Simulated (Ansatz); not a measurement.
Geometry optimisation, Ansatz 0.2.0, UKS LDA/def2-SVP.

Input file:

```yaml
crystal:
  periodic: [false, false, false]
  atoms:
    - { symbol: W, position_ang: [0.0, 0.0, 0.0] }
    - { symbol: Cl, position_ang: [0.0, 0.0, 2.64] }
    - { symbol: H, position_ang: [1.72, 0.0, 0.0] }
    - { symbol: H, position_ang: [0.0, 1.72, 0.0] }
    - { symbol: H, position_ang: [-1.72, 0.0, 0.0] }
    - { symbol: H, position_ang: [0.0, -1.72, 0.0] }
    - { symbol: H, position_ang: [0.0, 0.0, -1.72] }
    - { symbol: O, position_ang: [0.0, 0.0, 4.53] }
    - { symbol: H, position_ang: [-0.5144, -0.8011, 4.8671] }
magnetization:
  spin_polarized: true
  initial_magnetization: 1
basis:
  gaussian: { orbitals: def2-SVP }
hamiltonian:
  xc: lda
relax:
  f_tol: 0.15
  max_steps: 25
  restrain:
    - { distance: [1, 7], at: 1.59, k: 30.0 }
    - { distance: [0, 1], at: 3.59, k: 30.0 }
```

Command:

```bash
$ ansatz run input.yaml --threads 4 --pin off --max-ram 5120MiB --backend cpu --events-out ev --progress --plain --runs-dir out
```

Problem. Where does it end, and by what steps?

Solution. It converged. The restraints hold the end off the free minimum; the threshold counts their pulls, which the force column leaves out. Restrained pairs: Cl2–O8 (1.89 → 1.64 Å), W1–Cl2 (2.64 → 3.58 Å). After 14 steps the energy has fallen by 4.610 eV (the restraints' own energy left out); Cl2 moved furthest, 0.74 Å.

```csv
step,energy less start (eV),largest force component (eV/Å),accepted
0,0.0000,4.579,yes
1,-0.6009,4.242,yes
2,-1.3452,7.165,yes
3,-2.7051,5.447,yes
4,-3.8354,2.340,yes
5,-4.3001,1.339,yes
6,-4.4041,0.677,yes
7,-4.4678,1.489,yes
8,-4.4720,1.552,yes
9,-4.4825,1.638,yes
10,-4.5048,1.550,yes
11,-4.5437,1.619,no
12,-4.5574,1.520,yes
13,-4.5910,1.539,yes
14,-4.6099,1.615,yes
```

```xyz
9
Properties=species:S:1:pos:R:3
W 0.147 -0.202 -0.463
Cl -0.032 0.648 3.006
H 1.584 0.351 0.256
H -0.145 1.205 0.421
H -1.301 -0.006 0.362
H -0.380 -1.702 0.149
H 0.045 -0.024 -2.178
O 0.198 -0.275 4.343
H -0.631 -0.796 4.422
```

The run took 17 s on 4 threads of Intel(R) Xeon(R) Platinum 8488C (Sapphire Rapids), with other jobs on the host, peak memory 0.25 GiB.
